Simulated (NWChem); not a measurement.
# AlH3SeO; SMILES [OH][AlH][SeH]

```xyz
6

Al    -0.4733    -1.1473     0.0003
H     -1.9713    -1.6531    -0.0003
O      0.8648    -2.1998     0.0001
H      0.8385    -3.1577    -0.0005
Se     0.0119     1.1094     0.0018
H      1.4546     0.8204     0.0019
```
Atoms are numbered in this order, from 1.

Computed with NWChem. STO-3G and 3-21G are far too small for this property and stand as cheap habits. Structure relaxed at the PBE0/def2-SVP level. B3LYP is NWChem's, with the RPA form of VWN correlation. Field at 589 nm.

### Question
Estimate the computed values for B3LYP/STO-3G. Quantities: isotropic polarisability (bohr³); anisotropy (bohr³).

### Answer
- isotropic polarisability (bohr³): 23.7
- anisotropy (bohr³): 27.2
